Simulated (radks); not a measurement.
All-electron atom: N I in [He] 2s2 2p3. Method: scalar-relativistic Kohn-Sham, PBEsol, spin-unpolarised, spherical densities, point nucleus; computed with a radial shooting solver on a logarithmic mesh with Libxc functionals.

Normalised radial functions P(r) = r R(r), r in bohr:

```
   r/bohr * 1s, o 2s, + 2p (the largest magnitude, 1.87, reaches the edge; | marks zero, & curves that meet)
 0.007954                             +o  *
  0.01095                             +o   *
  0.01509                             + o    *
  0.02077                             + o      *
  0.02838                             +  o        *
  0.03908                             +  o           *
  0.05382                             +   o              *
  0.07412                             |+   o                *
   0.1013                             |+    o                  *
   0.1395                             | +  o                     *
    0.192                             |  +o                     *
   0.2645                             | o +                 *
   0.3613                           o |     +         *
   0.4976                       o     |        &
   0.6852                  o          |   *     +
   0.9436                o            |*         +
    1.289                 o           *          +
    1.775                    o        *        +
    2.445                        o    *     +
    3.367                           o *  +
      4.6                             &+
```

1s: eigenvalue -383.09 eV, 0 radial nodes, <r> = 0.230 bohr, 90 % of the charge inside 0.413 bohr. 2s: eigenvalue -18.456 eV, 1 radial node at r = 0.319 bohr, <r> = 1.32 bohr, 90 % of the charge inside 2.12 bohr. 2p: eigenvalue -7.036 eV, 0 radial nodes, <r> = 1.48 bohr, 90 % of the charge inside 2.59 bohr.
